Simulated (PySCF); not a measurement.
An equivalent PySCF input for Xe²⁺ (xenon, charge +2), [Kr] 4d10 5s2 5p4, high-spin 3P determinant, with scalar relativity through the core potential:

```python
from pyscf import gto, scf, dft, mp, cc
import basis_set_exchange as bse
txt = bse.get_basis("def2-SVP", elements=["Xe"], fmt="nwchem", header=False)
cut = txt.index("\nECP")
mol = gto.M(atom="Xe 0 0 0", charge=2, spin=2, symmetry="D2h",
            basis=gto.basis.parse(txt[:cut]),
            ecp={"Xe": gto.basis.parse_ecp(txt[cut:])})
mf = dft.UKS(mol, xc="B3LYP")
mf.irrep_nelec = {'Ag': (4, 4), 'B1g': (1, 1), 'B2g': (1, 1), 'B3g': (1, 1), 'B1u': (2, 1), 'B2u': (2, 2), 'B3u': (2, 1)}
mf.kernel()
```

It reaches the same state as the run whose output follows, with an energy that differs only through the grid. The run itself started from symmetry-adapted Hartree-Fock orbitals and held the occupation by maximum overlap, on a logarithmic radial grid, so the iterations belong to that start.

```
SCF conv_tol = 1e-09
number electrons alpha = 13  beta = 11
XC functionals = B3LYP
    P. J. Stephens, F. J. Devlin, C. F. Chabalowski, and M. J. Frisch.,  J. Phys. Chem. 98, 11623 (1994)
cycle= 1 E= -328.230586051339  delta_E= -0.0074  |g|= 0.018  |ddm|= 0.35
cycle= 2 E= -328.230692298917  delta_E= -0.000106  |g|= 0.00253  |ddm|= 0.0266
cycle= 3 E= -328.230694810836  delta_E= -2.51e-06  |g|= 0.000365  |ddm|= 0.00295
cycle= 4 E= -328.230694906654  delta_E= -9.58e-08  |g|= 9.02e-05  |ddm|= 0.000621
cycle= 5 E= -328.230694908547  delta_E= -1.89e-09  |g|= 1.46e-05  |ddm|= 0.000145
cycle= 6 E= -328.230694908593  delta_E= -4.67e-11  |g|= 6.98e-07  |ddm|= 1.27e-05
converged SCF energy = -328.230694908593  <S^2> = 2.0021385  2S+1 = 3.0014253
```

Energies and moments cover only the electrons outside the core potential.
